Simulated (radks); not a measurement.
The table gives one normalised radial function P(r) = r R(r) of Pd4+ in [Ar] 3d10 4p6 4d6 5p2 (r in bohr). Method: scalar-relativistic Kohn-Sham, BLYP, spin-unpolarised, spherical densities, finite nucleus; Fermi nuclear charge, rms radius 4.5318 fm; computed with a radial shooting solver on a logarithmic mesh with Libxc functionals.

| r | P |
|---|---|
| 0.005097 | 0.0698 |
| 0.006744 | 0.1141 |
| 0.008923 | 0.1851 |
| 0.01181 | 0.2965 |
| 0.01562 | 0.4663 |
| 0.02067 | 0.7153 |
| 0.02735 | 1.0609 |
| 0.03618 | 1.5041 |
| 0.04788 | 2.0101 |
| 0.06335 | 2.4864 |
| 0.08382 | 2.7814 |
| 0.1109 | 2.7314 |
| 0.1467 | 2.2677 |
| 0.1942 | 1.5179 |
| 0.2569 | 0.7715 |
| 0.3399 | 0.2756 |
| 0.4533 | 0.0596 |
| 0.5998 | 0.0074 |
| 0.7936 | 0.0004 |
| 1.05 | 0.0000 |
| 1.389 | 0.0000 |
| 1.838 | 0.0000 |
| 2.432 | 0.0000 |
| 3.218 | 0.0000 |
| 4.258 | 0.0000 |
| 5.634 | 0.0000 |
| 7.455 | 0.0000 |

Which n and l does it have? It may be an empty orbital.

Answer. n = 2, l = 1: the number of nodes gives n - l - 1 = 0, the rise at small r (about r^(l+1), flatter next to the nucleus through relativity) gives l, and the extent must fit the shell. The curve is that of 2p. 2p: eigenvalue -3248.1 eV, 0 radial nodes, <r> = 0.121 bohr, 90 % of the charge inside 0.196 bohr.
